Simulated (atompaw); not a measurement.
Reading a pseudo-wave (antimony)

Columns: radius, all-electron u(r) and pseudo u(r) of the 4d shell (level -37.56 eV) of antimony in the configuration [Kr] 4d10 5s2 5p2.5; PBE, scalar-relativistic, PAW (atompaw) scheme, atompaw 4.2.0.5.

```tsv
r (bohr)	all-electron	pseudo
0.087	-0.2624	0.0009
0.173	-0.5586	0.0070
0.260	-0.4680	0.0228
0.346	-0.1351	0.0506
0.433	0.2556	0.0920
0.519	0.5891	0.1456
0.606	0.8352	0.2111
0.692	0.9860	0.2844
0.779	1.0597	0.3632
0.865	1.0739	0.4405
0.952	1.0471	0.5117
1.038	0.9947	0.5692
1.125	0.9266	0.6096
1.212	0.8512	0.6314
1.298	0.7747	0.6365
1.385	0.6987	0.6268
1.471	0.6270	0.6011
1.558	0.5594	0.5557
1.644	0.4978	0.4978
1.731	0.4411	0.4411
1.817	0.3905	0.3905
1.904	0.3445	0.3445
1.990	0.3038	0.3038
2.077	0.2672	0.2672
2.163	0.2351	0.2351
2.250	0.2063	0.2063
```

Problem. How many radial nodes do the two functions have?

Solution. The all-electron 4d function has n − l − 1 = 1; the pseudo-wave has 0, since the states of the same l below it are removed with the core.

Problem. At about which radius was the pseudo-wave matched?

Solution. 1.65 bohr, where the columns begin to agree (steps of 0.09 bohr).

Problem. Is the pseudo-wave norm-conserving?

Solution. No, it belongs to a PAW set: the norm inside the radius is not constrained, and the difference is carried by the augmentation charge.
